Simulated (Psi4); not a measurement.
C$_{4}$H$_{8}$ClF (SMILES C[C@H](F)CCCl), singlet, at a GFN2-xTB geometry; MP2/6-31G** run with Psi4.

Psi4 was given this input:
```
memory 2 GB

molecule {
0 1
  C     2.56604919   -0.66441847    0.40047560
  C     1.22212512   -0.15884049   -0.10542135
  F     1.09768282    1.16671825    0.26232247
  C     0.04975104   -0.95693117    0.47234969
  C    -1.22733440   -0.87285324   -0.35069944
  Cl   -1.91692979    0.77660626   -0.34775217
  H     2.57476366   -0.67557772    1.48770388
  H     3.35907255   -0.00624733    0.05449971
  H     2.75149346   -1.66782794    0.02908352
  H     1.19436743   -0.16382931   -1.20349904
  H    -0.14060503   -0.59851137    1.48571571
  H     0.34103077   -2.00785364    0.52695307
  H    -1.99259782   -1.52920427    0.06289831
  H    -1.04240972   -1.13545907   -1.39269741
}

set basis 6-31g**
set freeze_core true

energy('mp2')
print_variables()
```

Output, abridged:

```
    SCF Algorithm Type (re)set to DF.

   => Loading Basis Set <=

    Name: 6-31G**
    Role: ORBITAL
    Keyword: BASIS

         ---------------------------------------------------------
                                   SCF
               by Justin Turney, Rob Parrish, Andy Simmonett
                          and Daniel G. A. Smith
                              RHF Reference
         ---------------------------------------------------------

  ==> Geometry <==

    Molecular point group: c1
    Full point group: C1

    Geometry (in Angstrom), charge = 0, multiplicity = 1:

       Center              X                  Y                   Z               Mass
    ------------   -----------------  -----------------  -----------------  -----------------
         C            2.636496248547    -0.752038946782     0.410631508748    12.000000000000
         C            1.292572178547    -0.246460966782    -0.095265441252    12.000000000000
         F            1.168129878547     1.079097773218     0.272478378748    18.998403162730
         C            0.120198098547    -1.044551646782     0.482505598748    12.000000000000
         C           -1.156887341453    -0.960473716782    -0.340543531252    12.000000000000
         CL          -1.846482731453     0.688985783218    -0.337596261252    34.968852682000
         H            2.645210718547    -0.763198196782     1.497859788748     1.007825032230
         H            3.429519608547    -0.093867806782     0.064655618748     1.007825032230
         H            2.821940518547    -1.755448416782     0.039239428748     1.007825032230
         H            1.264814488547    -0.251449786782    -1.193343131252     1.007825032230
         H           -0.070157971453    -0.686131846782     1.495871618748     1.007825032230
         H            0.411477828547    -2.095474116782     0.537108978748     1.007825032230
         H           -1.922150761453    -1.616824746782     0.073054218748     1.007825032230
         H           -0.971962661453    -1.223079546782    -1.382541501252     1.007825032230

  Running in c1 symmetry.

  Rotational constants: A =      0.19314  B =      0.05179  C =      0.04324 [cm^-1]
  Rotational constants: A =   5790.09953  B =   1552.62806  C =   1296.16208 [MHz]
  Nuclear repulsion =  306.677615526681393

  Charge       = 0
  Multiplicity = 1
  Electrons    = 58
  Nalpha       = 29
  Nbeta        = 29

  ==> Algorithm <==

  SCF Algorithm Type is DF.
  DIIS enabled.
[...]
  @DF-RHF Final Energy:  -715.06146257405589
    Total Energy =                       -715.0614625740558949
[...]

  //>>>>>>>>>>>>>>>>>>>>>>>>>>>>>>>>>>>//
  //               DFMP2               //
  //<<<<<<<<<<<<<<<<<<<<<<<<<<<<<<<<<<<//

   => Loading Basis Set <=

    Name: (6-31G** AUX)
    Role: RIFIT
    Keyword: DF_BASIS_MP2

	 --------------------------------------------------------
	                          DF-MP2
	      2nd-Order Density-Fitted Moller-Plesset Theory

	        Rob Parrish, Justin Turney, Andy Simmonett,
	           Ed Hohenstein, and C. David Sherrill
	 --------------------------------------------------------

   => Auxiliary Basis Set <=

  Basis Set: (6-31G** AUX)
    Blend: CC-PVDZ-RI
    Number of shells: 162
    Number of basis functions: 468
    Number of Cartesian functions: 540
    Spherical Harmonics?: true
    Max angular momentum: 3

	 --------------------------------------------------------
	                 NBF =   134, NAUX =   468
	 --------------------------------------------------------
	   CLASS    FOCC     OCC    AOCC    AVIR     VIR    FVIR
	   PAIRS      10      29      19     105     105       0
	 --------------------------------------------------------

	-----------------------------------------------------------
	 ==================> DF-MP2 Energies <====================
	-----------------------------------------------------------
	 Reference Energy          =    -715.0614625740558949 [Eh]
	 Singles Energy            =      -0.0000000000000000 [Eh]
	 Same-Spin Energy          =      -0.2136952484017978 [Eh]
	 Opposite-Spin Energy      =      -0.6604566911985437 [Eh]
	 Correlation Energy        =      -0.8741519396003415 [Eh]
	 Total Energy              =    -715.9356145136562191 [Eh]
	-----------------------------------------------------------
	 ================> DF-SCS-MP2 Energies <==================
	-----------------------------------------------------------
	 SCS Same-Spin Scale       =       0.3333333333333333 [-]
	 SCS Opposite-Spin Scale   =       1.2000000000000000 [-]
	 SCS Same-Spin Energy      =      -0.0712317494672659 [Eh]
	 SCS Opposite-Spin Energy  =      -0.7925480294382524 [Eh]
	 SCS Correlation Energy    =      -0.8637797789055184 [Eh]
	 SCS Total Energy          =    -715.9252423529613907 [Eh]
	-----------------------------------------------------------

  Variable Map:
  ----------------------------------------------------------------------------
[...]
  Array Variable Map:
  ----------------------------------------------------------------------------
[...]
[...]
```
